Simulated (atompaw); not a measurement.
**Building the PAW (atompaw) potential for vanadium (V) (PBEsol, non-relativistic).**

atompaw 4.2.0.5 input, output lines left out:

```
V 23
GGA-PBESOL loggrid 1500 logderivrange -3 5 201
4 4 3 0 0 0
4 0 1
4 1 0
3 2 3
0 0 0
c
c
c
v
c
c
v
v
2
2.95 2.30 2.60 2.35
y
0.95
n
y
-0.05
n
y
-0.45
n
custom rrkj vanderbiltortho sinc
bessel
2.95
2.95
2.50
2.95
2.35
2.35
```

All-electron outer shells of the reference configuration (PBEsol, non-relativistic, ld1.x):

| shell | level (eV) | outermost node (bohr) | outermost maximum (bohr) |
| --- | --- | --- | --- |
| 3p | -51.40 | 0.35 | 0.85 |
| 3d | -12.81 | – | 0.88 |
| 4s | -10.80 | 1.18 | 2.62 |
| 4p | -6.80 | 1.29 | 3.20 |

Does the generator finish with these settings?

Yes, a potential is produced.

Estimate the cutoffs (Ry, on a coarse ladder) from which the occupation-weighted sum of valence levels, in a spherical-Bessel basis at the reference potential, stays within 10 and 1 mRy of its value at 400 Ry.

18 Ry and 21 Ry.

Does the potential have ghost states?

No extra level below or beside the all-electron valence levels (s, p, d, f tested).

Is the overlap operator S = 1 + Σ q|β⟩⟨β| positive definite (Bessel basis up to 400 Ry)?

Yes: its lowest eigenvalue is 0.14 (p channel).

Which valence shell sets the plane-wave cutoff?

3d: its level needs 18 Ry to come within 1 mRy, against 6 Ry for 4s.
